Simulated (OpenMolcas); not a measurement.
**Cr2+: CASPT2 settings compared**

```yaml
Program: OpenMolcas
Basis: ANO-R3 [7s5p5d3f1g]
Scalar_Hamiltonian: X2C, finite nucleus
Active_space: 4 electrons in 5 orbitals (3d)
State_averaging: 2S+1 = 5 even, 5 roots; 2S+1 = 3 even, 45 roots (30 in the spin-orbit step); 2S+1 = 1 even, 50 roots (22 in the spin-orbit step)
Spin-orbit_coupling: RASSI with atomic mean-field integrals over the reference wave functions, term energies averaged over their components
```

Methods on the same reference wave functions:
A. CASSCF
B. SS-CASPT2, IPEA 0.15 Eh, imaginary shift 0.2 Eh (closed shells correlated: 3s 3p)
C. XMS-CASPT2, IPEA 0.4 Eh, imaginary shift 0.1 Eh (closed shells correlated: 3s 3p)
D. XMS-CASPT2, IPEA 0.6 Eh, sigma2 regulariser 0.4 Eh (closed shells correlated: 3s 3p)

Energies in cm⁻¹ above 3d⁴ ⁵D₀, the measured ground level; measured values from Sugar and Corliss, J. Phys. Chem. Ref. Data 6, 317 (1977).

| Level | A | B | C | D | Measured |
| --- | --- | --- | --- | --- | --- |
| 3d⁴ ⁵D₀ | 0.0 | 0.0 | 0.0 | 0.0 | 0.0 |
| 3d⁴ ⁵D₁ | 65.3 | 66.6 | 66.2 | 66.2 | 62.2 |
| 3d⁴ ⁵D₂ | 194 | 197 | 196 | 196 | 183 |
| 3d⁴ ⁵D₃ | 381 | 385 | 383 | 383 | 357 |
| 3d⁴ ⁵D₄ | 621 | 623 | 622 | 622 | 576 |
| 3d⁴ ³H₄ | 20007 | 17140 | 18050 | 18120 | 17274 |
| 3d⁴ ³H₅ | 20139 | 17270 | 18190 | 18260 | 17397 |
| 3d⁴ ³H₆ | 20292 | 17430 | 18350 | 18410 | 17531 |
| 3d⁴ ³P₀ | 21719 | 16190 | 17540 | 17670 | 16771 |
| 3d⁴ ³P₁ | 22075 | 16540 | 17900 | 18030 | 17169 |
| 3d⁴ ³P₂ | 22788 | 17250 | 18610 | 18740 | 17851 |
| 3d⁴ ³F₂ | 22997 | 18130 | 19530 | 19720 | 18452 |
| 3d⁴ ³F₃ | 23040 | 18180 | 19580 | 19770 | 18511 |
| 3d⁴ ³F₄ | 23120 | 18260 | 19660 | 19850 | 18583 |
| 3d⁴ ³G₃ | 25223 | 20720 | 22240 | 22540 | 20704 |
| 3d⁴ ³G₄ | 25385 | 20890 | 22400 | 22700 | 20853 |
| 3d⁴ ³G₅ | 25530 | 21040 | 22560 | 22860 | 20996 |

Deviations, from unrounded energies. A percentage is the sum of absolute deviations over the sum of measured energies, with the sign that they share, or ± where signs differ.

```json
{"Against measurement": "mean absolute deviation (cm-1)", "Levels": "16", "A": "3100", "B": "210", "C": "790", "D": "920"}
{"Against measurement": "fine structure of the ground term (%)", "Levels": "4", "A": "+7.0", "B": "+7.9", "C": "+7.6", "D": "+7.6"}
{"Against measurement": "other terms of the ground configuration (%)", "Levels": "12", "A": "+22.6", "B": "±1.5", "C": "+5.6", "D": "+6.6"}
```

B lies closest to measurement on these levels and A furthest from it. The largest miss of B in the table is 3d⁴ ³P₁, by -630 cm-1. The ranking rests on the paired levels alone, and a cruder setting can come out closer through cancelling errors.

Among B to D the level of the table that moves most is 3d⁴ ³G₃, by 1800 cm-1 (lowest in B, highest in D). Moves below CASPT2's spread within the term are not significant.

The mean deviations of B to D differ by less than CASPT2's widest spread within a term (2100 cm-1), so their order carries little weight.

From A to B the spin-free energies of the other terms of 3d⁴ shown, above ⁵D, scale by factors of 0.75 to 0.86, as is usual when dynamic correlation screens the repulsion within a d or f shell.

The lowest spin-free term lies below A's lowest term by 0.411 hartree in B, 0.409 hartree in C, 0.403 hartree in D.

CASPT2 breaks the degeneracy within a term, and the mean is taken; among the terms shown or strongly mixed into the levels shown the widest spread is 2100 cm-1 (3d⁴ ³F, D). Some high roots are left out of the spin-orbit mixing, which shifts the levels that they would mix with. Without dynamic correlation excited terms often stand tens of per cent too high (terms of higher spin than the ground term too low), and those without a measured partner can miss by more than the paired ones (holds for A). The CASPT2 spread within a term exceeds the gap to the next term for 3d⁴ ³H and 3d⁴ ³P, 3d⁴ ³P and 3d⁴ ³F, so the order of their levels is uncertain, and so are names and mixing where such terms share a J (holds for C; D). Computed and measured levels are paired by configuration, term and J; levels that our copy of the source lacks, or whose pairing is in doubt (as where it misses far off the trend of its configuration), stay unpaired and out of the deviations. Only configurations of the active space appear. The table leaves out levels that lie high or whose names do not pair safely across all columns.
